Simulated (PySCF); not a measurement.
SnF3, SMILES [F][Sn+]([F])[F], charge +1. Atoms are numbered in the order given.

```xyz
4

Sn     0.0000     0.0000     0.0000
F     -1.8820     0.0000     0.0000
F      0.9410     1.6299     0.0000
F      0.9410    -1.6299     0.0000
```
Charge +1, spin multiplicity 1.

Coordinates come from a B3LYP-D3(BJ)/def2-SVP optimisation. The spin state was assumed, not searched. The isomer is the one that the SMILES or the coordinates give; other isomers of the formula were not compared. The def2 effective core potentials stand for the cores of Sn; spin–orbit coupling is left out.

Method: HF/def2-TZVPD (PySCF).

Mulliken values depend strongly on the basis, most of all with diffuse functions as here. ESP charges are fitted to the potential on shells at 1.4 to 2.0 van der Waals radii. Atomic charges (e):

```json
[
 {"atom": "Sn1", "ESP fit": "?", "Mulliken": "2.53"},
 {"atom": "F2", "ESP fit": "?", "Mulliken": "-0.51"},
 {"atom": "F3", "ESP fit": "?", "Mulliken": "-0.51"},
 {"atom": "F4", "ESP fit": "?", "Mulliken": "-0.51"}
]
```

**Question.** Some entries are withheld; supply them. (Estimate from the structure and the level; the computed values follow.)

**Answer.** 
- Sn1, ESP fit: 2.04
- F2, ESP fit: -0.35
- F3, ESP fit: -0.35
- F4, ESP fit: -0.35
